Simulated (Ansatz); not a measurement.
```yaml
crystal:
  periodic: [false, false, false]
  atoms:
    - {symbol: C, position_ang: [0.342091, 1.418234, 0.545189]}
    - {symbol: O, position_ang: [0.845890, 0.321013, -0.186839]}
    - {symbol: Si, position_ang: [0.293111, -1.201892, -0.130871]}
    - {symbol: F, position_ang: [1.150353, -1.972904, -1.220638]}
    - {symbol: Se, position_ang: [-1.923275, -1.343723, -0.572237]}
    - {symbol: H, position_ang: [0.573974, 1.320033, 1.610212]}
    - {symbol: H, position_ang: [0.820018, 2.321407, 0.164897]}
    - {symbol: H, position_ang: [-0.741845, 1.510641, 0.426554]}
    - {symbol: H, position_ang: [0.499335, -1.853374, 1.180499]}
    - {symbol: H, position_ang: [-1.776452, -0.570635, -1.813868]}
basis:
  gaussian: {orbitals: aug-pcseg-2}
magnetization: {spin_polarized: true, initial_magnetization: 2}
hamiltonian: {xc: {name: PBE0}, pseudopotentials: {relativity: scalar}}
output: {forces: true}
```

```sh
$ ansatz run in.yaml --threads 4 --pin off --events-out ev --progress --plain --max-ram 10444MiB
```

Shortened log:

```
Functional definition: PBE0
1702 factors; their error is unknown
mean field evaluation 1: about -79697.8897 eV, gradient 5.6e1 eV
mean field evaluation 2: about -79514.4491 eV, gradient 1.7e2 eV
mean field evaluation 4: about -79712.6512 eV, gradient 2.0e1 eV
mean field evaluation 8: about -79714.1909 eV, gradient 2.4e-1 eV
mean field evaluation 16: about -79714.6177 eV, gradient 9.0e-3 eV
mean field -79714.61766117 eV, -2929.4581665395 hartree, gradient 1.3e-5 eV, S^2 2.006015; 4 other end points of the search recorded, 0 dependent functions left out
reference -79714.61772946 eV, -2929.4581690491 hartree; 39, 37 occupied and 323, 325 virtual orbitals, 1702 factors
Total energy: -79714.61772946 eV, -2929.4581690491 hartree
Relativity: scalar
Atom 0 at     0.342091     1.418234     0.545189 Å, force     0.005961     0.109910     0.099333 eV/Å
Atom 1 at     0.845890     0.321013    -0.186839 Å, force    -0.333343    -0.173835     0.021593 eV/Å
Atom 2 at     0.293111    -1.201892    -0.130871 Å, force     1.328269    -0.008650     0.451569 eV/Å
Atom 3 at     1.150353    -1.972904    -1.220638 Å, force    -0.361709    -0.089371    -0.012947 eV/Å
Atom 4 at    -1.923275    -1.343723    -0.572237 Å, force    -1.027402    -2.467389     3.665527 eV/Å
Atom 5 at     0.573974     1.320033     1.610212 Å, force    -0.012431    -0.002818    -0.046670 eV/Å
Atom 6 at     0.820018     2.321407     0.164897 Å, force    -0.068256    -0.033534     0.005965 eV/Å
Atom 7 at    -0.741845     1.510641     0.426554 Å, force     0.049743     0.089601    -0.009218 eV/Å
Atom 8 at     0.499335    -1.853374     1.180499 Å, force     0.005306     0.085533    -0.156053 eV/Å
Atom 9 at    -1.776452    -0.570635    -1.813868 Å, force     0.413861     2.490553    -4.019099 eV/Å
Dipole moment:    -0.064765     0.267409     0.446823 e Å
```

Hardware: 4 threads of an Intel Xeon Platinum 8488C on a shared host. Wall time 21 s, peak host memory 1.9 GiB.
